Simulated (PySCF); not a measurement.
## A series of derivatives of N[SiH2]O[SiH3]

Parent skeleton `[NH2:1][SiH2:2][O:3][SiH3:4]`; one hydrogen on atom 1 is replaced by X. Hydrogens on one atom are averaged.

Computational details: shielding tensors at PBE0/pcSseg-1 (GIAO), GFN2-xTB geometry, in PySCF 2.14.0 with density-fitted response routines (no solvent, one averaged value for each set of equivalent atoms, non-relativistic Hamiltonian, a single conformation).

Scale: NH3 for ¹⁵N (σref 267.73); TMS for ²⁹Si (σref 349.16), ¹H (σref 31.72); ¹⁷O (σref 336.08) vs H2O (reference shieldings calculated alike).

Problem. Order these by the shift of Si4, most shielded first.
A. X = C2H5
B. X = tBu
C. X = CHO

Solution. B (-47.4 ppm), A (-45.4 ppm), C (-41.7 ppm).

Problem. Order these by the shift of H(Si2), most shielded first.
A. X = cPr
B. X = Ph
C. X = tBu
D. X = allyl

Solution. A (5.14 ppm), D (5.26 ppm), C (5.44 ppm), B (5.57 ppm).

Experimental scales use liquid or dissolved standards, which lie at an offset from isolated NH3 (liquid NH3: subtract about 20 ppm) and H2O (liquid H2O: subtract about 36 ppm).
